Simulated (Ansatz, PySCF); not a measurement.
Breaking the Al1–H2 bond in AlF2H (SMILES [F][AlH][F]) (multiplicity 1 held, fragments rigid). Energies count from the point at 1.553 Å.
Geometry at that point (charge 0, multiplicity 1):
```xyz
4

Al    -0.29736    -0.20001    -0.23453
H     -1.37592    -0.92547    -1.08523
F     -0.21998     1.44164    -0.18461
F      0.80237    -1.04991     0.64396
```

Restricted levels (R-, RO-) in cc, def2 and unpolarised 6-31G sets keep to the state of the molecule at rest. U- levels take the lowest unrestricted solution at each point, which mixes spins at long bonds. Active spaces are followed from a long bond inwards. Left out are points that failed, MP2 points that dive below the minimum, coupled-cluster points behind a jump of the amplitudes or a sharp parting from full CI or MRCI, small-basis points behind a change of solution, and semi-empirical points at long bonds. Levels need not reach the same state.

Correlated levels freeze the cores. Rows in 6-31G* carry no dispersion term and start afresh at each structure (6-31G* with six Cartesian d functions).

The values were computed with Ansatz (an electronic-structure program); PySCF for 6-31G* rows. 

Energies in kcal/mol.

```csv
R (Å),R-PBE/cc-pV(T+d)Z,R-BP86/6-31G*,U-CCSD/cc-pV(T+d)Z,"FIC-NEVPT4(SD) on CASSCF(2,2)/cc-pV(T+d)Z","FIC-MRCISD+Q on CASSCF(2,2)/cc-pV(T+d)Z"
1.243,27.2,29.5,26.5,26.4,26.4
1.398,5.8,6.7,5.2,5.3,5.2
1.553,0.0,0.0,0.0,0.0,0.0
1.709,2.6,2.2,3.4,3.3,3.4
1.864,9.7,9.0,11.3,11.1,11.2
2.097,23.8,23.1,26.7,26.1,26.4
2.330,38.8,38.2,42.7,41.5,41.9
2.719,61.4,61.1,65.6,62.9,63.4
3.107,79.1,79.2,80.3,76.5,77.0
3.573,94.1,94.7,87.0,84.3,84.7
4.194,106.0,107.1,88.6,87.4,87.9
4.971,113.2,left out,88.9,88.1,88.6
```

Doubts at one or more of the structures used: a restricted determinant that unrestricted orbitals would lower (R-PBE/cc-pV(T+d)Z, R-BP86/6-31G*); a spin-contaminated determinant (U-CCSD/cc-pV(T+d)Z); T1 above 0.05 (U-CCSD/cc-pV(T+d)Z).
